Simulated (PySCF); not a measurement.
C₆H₇NO₂.
Structure used (GFN2-xTB), in Å, numbered top down from 1:
```
atom  x, y, z in Å
C1     3.024   -0.332    0.190
N2     1.937   -0.158    1.101
C3     0.758   -0.025    0.699
C4    -0.512    0.137    1.399
C5    -1.215    0.151    0.245
C6    -2.633    0.237   -0.094
O7    -3.082    0.178   -1.213
O8    -3.411    0.383    0.991
C9     0.003    0.004   -0.646
H10    3.500   -1.287    0.418
H11    2.731   -0.310   -0.866
H12    3.754    0.453    0.387
H13   -0.774    0.204    2.438
H14   -4.343    0.425    0.725
H15    0.214    0.860   -1.285
H16    0.043   -0.911   -1.234
```

Definitions: NICS(0) = −σiso at the ring centroid; NICS(1) = −σiso and NICS(1)zz = −σzz at ±1 Å along the ring normal z. Level: GIAO PBE0/pcSseg-1 (PySCF, non-relativistic, gas phase) on the GFN2-xTB geometry, one conformer.

Ring bond lengths (Å), with Mayer bond orders in brackets: C3–C4 1.460 (1.03), C4–C5 1.352 (1.58), C5–C9 1.516 (1.04), C9–C3 1.544 (0.96).

**Question.** Give the NICS values of each ring in ppm.

**Answer.** 
```
       ring                                                    type  NICS(0)  NICS(1), two faces  NICS(1)zz, two faces  rms pucker (Å)  centre to ring atoms, mean (Å)
C3–C4–C5–C9  4-membered carbocycle; formal bonds 1 double, 3 single      3.1         -2.4 / -2.6             1.2 / 0.9            0.00                            1.04
```

**Question.** What can be read from them?

**Answer.** 
- C3–C4–C5–C9: mean NICS(1)zz 1.1 ppm, near zero. C9 has four or more neighbours; no verdict on aromaticity is drawn. NICS(0) lies 6 ppm above the mean NICS(1).

**Question.** At the first NICS(1) probe listed for ring C3–C4–C5–C9, 1 Å off the ring, what do the in-plane components average?

**Answer.** The isotropic value is a third of the trace: (3 × -2.4 − (1.2))/2 = -4.2 ppm.

**Question.** List the ring angles and the Hirshfeld charges of the ring atoms.

**Answer.** 
- C3–C4–C5–C9: C3 89.4° (+0.075 e), C4 92.5° (-0.023 e), C5 94.8° (+0.002 e), C9 83.3° (-0.079 e); sum 360.0° against 360° for a flat convex ring.

**Question.** How shielded are the nuclei of the rings and their hydrogens (means over atoms taken as equivalent)?

**Answer.** 
```json
{"atoms": "C3", "environment": "imine carbon", "σ isotropic (ppm)": "25.3"}
{"atoms": "C4", "environment": "alkene CH carbon", "σ isotropic (ppm)": "31.2"}
{"atoms": "C5", "environment": "fully substituted alkene carbon", "σ isotropic (ppm)": "33.5"}
{"atoms": "C9", "environment": "allylic carbon", "σ isotropic (ppm)": "147.3"}
{"atoms": "H13", "environment": "vinylic hydrogen", "σ isotropic (ppm)": "24.77"}
{"atoms": "H15 (×2)", "environment": "methylene hydrogen", "σ isotropic (ppm)": "28.41"}
```

The run took 2.0 min wall, 76 s CPU on Intel Xeon at 2.50 GHz, one thread, shared host with 64 logical CPUs at a one-minute load of 61, and the process peaked at 0.83 GiB of memory. This is the whole shielding run at PBE0/pcSseg-1, SCF included.
